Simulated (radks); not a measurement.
Neutral iron inside a hard spherical wall (all orbitals vanish at R), configuration held at [Ar] 3d6 4s2 and not refilled when levels cross. Method: scalar-relativistic Kohn-Sham, PBE, spin-polarised, spherical densities, point nucleus; open shells are filled with parallel spins first; computed with a radial shooting solver on a logarithmic mesh with Libxc functionals. Eigenvalues in eV for spin up, with the zero of energy where the potential of the charges vanishes at infinity; a dash marks a level that is unbound or too diffuse for the functional's potential to be trusted. A positive occupied level is held by the wall or, in an anion where self-interaction has pushed it up, behind a barrier. The pressure on the wall is -dE/dV.

| R (bohr) | E (hartree) | kinetic (hartree) | e(3s) | e(3p) | e(3d) | e(4s) | e(4p, empty) | e(5s, empty) | pressure (GPa) |
|---|---|---|---|---|---|---|---|---|---|
| free | -1272.58556 | 1287.818 | -95.558 | -61.562 | -8.891 | -5.630 | -1.457 | - | 0 |
| 20 | -1272.58556 | 1287.818 | -95.558 | -61.562 | -8.891 | -5.630 | -1.457 | - | < 0.0001 |
| 12 | -1272.58553 | 1287.819 | -95.554 | -61.558 | -8.888 | -5.627 | -1.433 | 0.728 | 0.000582 |
| 7 | -1272.57526 | 1287.889 | -95.087 | -61.091 | -8.432 | -5.218 | -0.553 | 6.205 | 0.560 |
| 6 | -1272.55336 | 1288.005 | -94.479 | -60.484 | -7.848 | -4.620 | 0.462 | 10.711 | 2.40 |
| 5 | -1272.48270 | 1288.319 | -93.138 | -59.151 | -6.575 | -3.109 | 2.765 | 19.731 | 11.4 |
| 4 | -1272.23436 | 1289.264 | -90.039 | -56.092 | -3.647 | 1.121 | 8.586 | 40.009 | 66.1 |
| 2.5 | -1269.41950 | 1298.462 | -73.270 | -39.636 | 13.540 | 36.695 | 50.974 | 160.81 | 2070 |
| 2 | -1264.33291 | 1314.435 | -55.489 | -21.512 | 34.073 | 89.543 | 108.10 | 301.48 | 10200 |
| 1.5 | -1245.63103 | 1368.310 | -8.847 | 27.825 | 88.641 | 248.37 | 268.29 | 661.09 | 74400 |
